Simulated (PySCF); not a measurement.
An equivalent PySCF input for Sr⁺ (strontium, charge +1), [Kr] 5s1, 2S determinant, with a scalar-relativistic core potential:

```python
from pyscf import gto, scf, dft, mp, cc
import basis_set_exchange as bse
txt = bse.get_basis("def2-TZVP", elements=["Sr"], fmt="nwchem", header=False)
cut = txt.index("\nECP")
mol = gto.M(atom="Sr 0 0 0", charge=1, spin=1, symmetry="D2h",
            basis=gto.basis.parse(txt[:cut]),
            ecp={"Sr": gto.basis.parse_ecp(txt[cut:])})
mf = dft.UKS(mol, xc="TPSS")
mf.irrep_nelec = {'Ag': (2, 1), 'B1u': (1, 1), 'B2u': (1, 1), 'B3u': (1, 1)}
mf.kernel()
```

It reaches the same state as the run whose output follows, with an energy that differs only through the grid. The run itself started from symmetry-adapted Hartree-Fock orbitals and held the occupation by maximum overlap, on a logarithmic radial grid, so the iterations belong to that start.

```
SCF conv_tol = 1e-09
number electrons alpha = 5  beta = 4
XC functionals = TPSS
    J. Tao, J. P. Perdew, V. N. Staroverov, and G. E. Scuseria.,  Phys. Rev. Lett. 91, 146401 (2003)
    J. P. Perdew, J. Tao, V. N. Staroverov, and G. E. Scuseria.,  J. Chem. Phys. 120, 6898 (2004)
    J. Tao, J. P. Perdew, V. N. Staroverov, and G. E. Scuseria.,  Phys. Rev. Lett. 91, 146401 (2003)
    J. P. Perdew, J. Tao, V. N. Staroverov, and G. E. Scuseria.,  J. Chem. Phys. 120, 6898 (2004)
cycle= 1 E= -30.4720335781717  delta_E= -0.00131  |g|= 0.0124  |ddm|= 0.306
cycle= 2 E= -30.4721024928369  delta_E= -6.89e-05  |g|= 0.00476  |ddm|= 0.0378
cycle= 3 E= -30.4721144136283  delta_E= -1.19e-05  |g|= 4.23e-05  |ddm|= 0.0136
cycle= 4 E= -30.4721144154013  delta_E= -1.77e-09  |g|= 1.81e-06  |ddm|= 0.000285
cycle= 5 E= -30.4721144154036  delta_E= -2.27e-12  |g|= 5e-08  |ddm|= 5.15e-06
converged SCF energy = -30.4721144154036  <S^2> = 0.75010881  2S+1 = 2.0001088
```

Energies and moments cover only the electrons outside the core potential.
